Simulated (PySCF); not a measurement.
## Two-component Hartree-Fock for K⁹⁺ (potassium, charge +9)

Start: [Ne]. Calculated with PySCF 2.14 in an even-tempered Gaussian basis (18 s from 1.2 bohr⁻², ratio 2.4; 12 p from 1.6 bohr⁻², ratio 2.4; 5 d from 9.9 bohr⁻², ratio 2.6; 5 f from 15 bohr⁻², ratio 2.6): generalised Hartree-Fock with the X2C-1e Hamiltonian and a Gaussian nucleus; one run each with spin-orbit coupling (SO) switched off, then screened by Boettger's factors.

```json
{"spinor shell": "1s1/2", "electrons": "2", "ε, spin-free (eV)": "-3855.3", "ε, screened SO (eV)": "-3855.2", "weight of nominal j (screened SO)": "1.000", "rms radius, screened SO (bohr)": "0.0936"}
{"spinor shell": "2s1/2", "electrons": "2", "ε, spin-free (eV)": "-588.06", "ε, screened SO (eV)": "-588.06", "weight of nominal j (screened SO)": "1.000", "rms radius, screened SO (bohr)": "0.413"}
{"spinor shell": "2p1/2", "electrons": "2", "ε, spin-free (eV)": "-506.18", "ε, screened SO (eV)": "-508.26", "weight of nominal j (screened SO)": "1.000", "rms radius, screened SO (bohr)": "0.380"}
{"spinor shell": "2p3/2", "electrons": "4", "ε, spin-free (eV)": "-506.18", "ε, screened SO (eV)": "-505.16", "weight of nominal j (screened SO)": "1.000", "rms radius, screened SO (bohr)": "0.382"}
```

```csv
quantity,spin-free,screened SO
E (hartree),-573.41866,-573.42100
M_J,0,0
⟨J²⟩,0.000,0.000
⟨L²⟩,0.000,0.000
⟨S²⟩,0.000,0.000
```

Without spin-orbit coupling the j labels of p, d and f shells carry no meaning; the spin-free column gives the mean over the occupied spinors of each nl shell.
